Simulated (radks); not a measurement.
Question: Numerical settings for neutral zinc, [Ar] 3d10 4s2. All-electron calculation, Dirac Kohn-Sham, PBE, spin-unpolarised, spherical densities, finite nucleus; Fermi nuclear charge, rms radius 3.9283 fm. Program: a radial shooting solver on a logarithmic mesh with Libxc functionals. The defaults (mesh step 0.008 in ln r, mesh end at 40 bohr or more with all orbitals vanishing there, Anderson mixing 0.5 over 9 steps, residual threshold near 1e-9 with the energy settled to 1e-9 hartree or 1e-11 of itself, here a cap of 75 iterations) give E = -1796.0753 hartree and 4s1/2 at -5.978 eV in 16 iterations. Run on one thread of a shared host, so times are rough (Arm Neoverse V1): 0.11 s of CPU time, 0.11 s wall, 16 iterations on 2381 mesh points. One setting is changed at a time: mesh step in ln r 0.012; mesh step in ln r 0.003; mesh step in ln r 0.05; mesh end (bohr) 3; mesh end (bohr) 8; residual threshold 0.01; residual threshold 0.001; mixing 2.5; linear mixing, mixing 1; linear mixing, mixing 0.8; mixing history 3; iteration cap 8. Which runs fail to converge, and which converge to a wrong energy?

Answer: Not converged within the cap: mixing 2.5; linear mixing, mixing 1; linear mixing, mixing 0.8; iteration cap 8. Settled on a wrong energy, with an occupied level pushed above zero by the early mesh end: mesh end (bohr) 3 (+0.996 hartree). Apart from these: settings that end as converged yet miss the energy by more than 1 mhartree: mesh end (bohr) 8 (+0.00146 hartree).
